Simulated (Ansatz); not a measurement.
Start from `C/C=N\C[TeH]` and change one atom or group (the configuration at the double bond changes too) to get `C/C=N/O`.

Ansatz, PBE0-D4/def2-TZVP geometries, multiplicity 1. Each molecule was computed in one conformer, which needn't be the lowest.

Elements past krypton have def2 core potentials.

```json
{"property": "size of the dipole moment (ωB97M-V/def2-TZVPP) / D", "`C/C=N\\C[TeH]`": "2.01"}
{"property": "LUMO energy (B3LYP/def2-TZVPP) / eV", "`C/C=N\\C[TeH]`": "-1.33"}
{"property": "HOMO–LUMO gap (B3LYP/def2-TZVPP) / eV", "`C/C=N\\C[TeH]`": "4.65"}
{"property": "LUMO energy (PBE/def2-TZVPP) / eV", "`C/C=N\\C[TeH]`": "-2.01"}
{"property": "HOMO–LUMO gap (ωB97M-V/def2-TZVPP) / eV", "`C/C=N\\C[TeH]`": "9.13"}
{"property": "LUMO energy (PBE0/def2-TZVPP) / eV", "`C/C=N\\C[TeH]`": "-1.10"}
```

Give the same properties after the change, and the shifts. (Estimate.)

Computed: 
```
                                          property  `C/C=N/O`  shift
size of the dipole moment (ωB97M-V/def2-TZVPP) / D       0.71  -1.30
               LUMO energy (B3LYP/def2-TZVPP) / eV      -0.13   1.20
             HOMO–LUMO gap (B3LYP/def2-TZVPP) / eV       6.99   2.34
                 LUMO energy (PBE/def2-TZVPP) / eV      -0.91   1.10
           HOMO–LUMO gap (ωB97M-V/def2-TZVPP) / eV      12.07   2.94
                LUMO energy (PBE0/def2-TZVPP) / eV       0.17   1.27
```

With PBE0 the HOMO falls by 1.15 eV and the LUMO rises by 1.27 eV, so the gap widens by about 2.42 eV. PBE moves the HOMO by -0.81 eV and ωB97M-V by -1.35 eV. Dipoles are sizes alone; their direction can turn.

B3LYP here is the variant with VWN-RPA as its local correlation; programs differ in this.

Spin–orbit coupling is left out; it splits and shifts lone-pair levels of the heavy atoms by tenths of an eV.
